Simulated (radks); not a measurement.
Ionisation of neutral tantalum, [Xe] 4f14 5d3 6s2, to [Xe] 4f14 5d3 6s1 as the strength of local exchange is varied. Method: Dirac Kohn-Sham, Slater X-alpha exchange (alpha = 2/3 is LDA exchange), no correlation, spin-unpolarised, spherical densities, point nucleus; open shells are shared between the two j in proportion to 2j + 1; computed with a radial shooting solver on a logarithmic mesh with Libxc functionals.

alpha = 0.575: E(Ta) (hartree) -15567.8943; exchange (hartree) -258.3491; IE (eV) 7.195; -e of the level emptied (eV) 4.232 (6s1/2); <r> of it (bohr) 3.404
alpha = 0.666: E(Ta) (hartree) -15608.8397; exchange (hartree) -300.0962; IE (eV) 7.720; -e of the level emptied (eV) 4.688 (6s1/2); <r> of it (bohr) 3.339
alpha = 0.667: E(Ta) (hartree) -15609.2903; exchange (hartree) -300.5562; IE (eV) 7.725; -e of the level emptied (eV) 4.693 (6s1/2); <r> of it (bohr) 3.338
alpha = 0.716: E(Ta) (hartree) -15631.3871; exchange (hartree) -323.1333; IE (eV) 8.019; -e of the level emptied (eV) 4.953 (6s1/2); <r> of it (bohr) 3.303
alpha = 0.807: E(Ta) (hartree) -15672.5144; exchange (hartree) -365.2411; IE (eV) 8.581; -e of the level emptied (eV) 5.460 (6s1/2); <r> of it (bohr) 3.238

NIST Atomic Spectra Database: 7.550 eV (measured). The Delta-SCF value meets it near alpha = 0.64. Spin polarisation and multiplet splitting are left out, so open shells lie too high by an amount that depends on their filling. Sharing an open shell by 2j + 1 raises it above the true ground level by a part of the spin-orbit splitting, which enters the differences from NIST.

Beside tabulated values, note that spin-unpolarised runs miss the spin-polarisation part of the exchange energy of open shells.
